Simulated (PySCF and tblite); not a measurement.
Results of a calculation; reference values are marked as such.
C10H16, numbered as in [CH3:1][CH:2]([CH3:3])[C:4]1=[CH:5][C@H:6]2[CH2:7][CH2:8][C@@H:9]1[CH2:10]2.

Conformers came from 60 starts (ETKDG and KDG, MMFF94s, GFN2-xTB); geometries are GFN2-xTB. Free energies are PBE0-D3(BJ)/pcSseg-1 single points with GFN2-xTB rigid-rotor and vibrational terms (modes under about 100 cm⁻¹ blended into free rotors). Symmetry numbers and mirror images are counted. Conformers within 3 kcal/mol (GFN2-xTB free energy) were kept, 7 at most. GIAO shieldings: PBE0/pcSseg-1. Shifts are against TMS (¹H), TMS (¹³C) at the same level. Codes: tblite and PySCF.

Torsions listed: C1–C2–C4–C9. The 5-ring runs over atoms 4–5–6–10–9. The 5-ring runs over atoms 6–7–8–9–10.

```json
{"conformer": "1", "shape": "5-ring envelope (ring torsions 34, -50, 50, -34, 0°); 5-ring envelope (ring torsions 0, 36, -58, 58, -37°); 160°", "symmetry": "C1", "E(GFN2) kcal/mol": "0.00", "E(DFT) kcal/mol": "0.09"}
{"conformer": "2", "shape": "5-ring envelope (ring torsions 34, -50, 51, -34, 0°); 5-ring envelope (ring torsions 0, 37, -58, 58, -36°); 64°", "symmetry": "C1", "E(GFN2) kcal/mol": "0.15", "E(DFT) kcal/mol": "0.00"}
```

Question: How much do the weights at 298.15 K and the averaged shift of C3 depend on how the conformers are weighted?

Answer: 
```
                                                              weighting  1 (%)  2 (%)  δ (ppm)  rms dipole (D)
DFT energy with thermal terms, symmetry and mirror images (full scheme)     56     44     23.7            0.30
                             DFT energy with symmetry and mirror images     46     54     23.4            0.30
                                                        bare DFT energy     46     54     23.4            0.30
                        GFN2-xTB energy with symmetry and mirror images     57     43     23.7            0.30
                                                   GFN2-xTB free energy     66     34     24.1            0.30
                                                leading conformer alone    100      0     25.2            0.30
                                                          equal weights     50     50     23.5            0.30
```

The largest departure from the full scheme, 1.4 ppm, comes with: leading conformer alone.
